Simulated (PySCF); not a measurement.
C₆ coefficients of unlike pairs at UHF

Calculated with PySCF 2.14 from the dipole response of each species, C₆(A,B) = (3/π) ∫ α_A(iu) α_B(iu) du, in atomic units, from isotropic polarisabilities. For ions this is the dispersion term alone; charge-induced terms of lower order in 1/R come first.

```csv
species,configuration,basis,relativity,α (bohr³),C₆ (like pair)
B²⁺,[He] 2s1 (2S),"aug-cc-pVTZ with one added diffuse shell each of s, p, d, f type (6s5p4d3f)",none,7.912,11.11
Sn⁺,[Kr] 4d10 5s2 5p1 (2P),"aug-cc-pwCVTZ-DK3 with one added diffuse shell each of s, p, d, f type (11s10p8d5f1g)",spin-free X2C,29.03,231.5
Ne³⁺,[He] 2s2 2p3 (4S),"aug-cc-pVTZ with one added diffuse shell each of s, p, d, f type (6s5p4d3f)",none,0.7119,0.6111
Au⁺,[Xe] 4f14 5d10 (1S),aug-cc-pwCVTZ-PP with ECP60MDF (8s8p7d4f3g),core potential,12.18,88.98
```

Task: Estimate C₆ for Ne³⁺ with B²⁺.

Result: The integral gives 1.787. The combination rule 2 C_A C_B / (C_A α_B/α_A + C_B α_A/α_B) gives 1.743 and the geometric mean 2.606.

No spin-orbit coupling is included.

The other pairs:

| pair | C₆ |
| --- | --- |
| Au⁺, Ne³⁺ | 7.019 |
| Au⁺, Sn⁺ | 134.9 |
| Ne³⁺, Sn⁺ | 9.758 |
| Au⁺, B²⁺ | 26.45 |
| Sn⁺, B²⁺ | 49.35 |
